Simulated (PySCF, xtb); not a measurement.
B(F)(NCO)(OMe) (C₂H₃BFNO₂), SMILES N(=C=O)B(OC)F.

GFN2-xTB (xtb) at its own geometry gives an orbital gap of 5.90 eV and a dipole moment of 3.13 D.

The structure is a stationary point at r2SCAN-D4/def2-SVP. The structure was generated by enumeration, and PubChem lists no compound with its InChIKey, so it may never have been made. The values are those of a single conformer.

Task: What does B3LYP/def2-TZVP in PySCF give? (Estimate from the structure and the level; the computed values follow.)

Result: gap 8.24 eV (levels -8.78 and -0.54 eV), dipole 2.46 D.
